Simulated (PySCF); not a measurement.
**Working out the electron affinity of Ba**

Ba⁻ [Xe] 5d1 6s2 (2D) → Ba [Xe] 6s2 (1S). Computed with PySCF 2.14 in def2-QZVPPD with the def2 core potential (46 electrons) (7s5p3d2f1g, 60 functions), with a scalar-relativistic core potential. Frozen: nothing. Energies in hartree (1 hartree = 27.21139 eV):

```csv
part,Ba⁻ (lower),Ba (upper)
UHF,-25.060388,-25.095222
CCSD correlation,-0.224707,-0.209661
(T),-0.010537,-0.008046
```

Question: What does Hartree-Fock give?

Answer: (-25.095222) − (-25.060388) = -0.034834 hartree = -0.948 eV.

Question: What do CCSD and CCSD(T) give?

Answer: The CCSD correlation energies differ by 0.015046 hartree = 0.409 eV and the triples by 0.002491 hartree = 0.068 eV, so CCSD gives -0.539 eV and CCSD(T) -0.471 eV.

The coupled-cluster amplitudes are large, so a single reference is strained.

The configuration of this anion was assumed by filling the next shell in order. It is not the known or likely ground configuration (Ca⁻, Sr⁻ and Ba⁻, for instance, bind a p electron), so these values are not the electron affinity of the element.
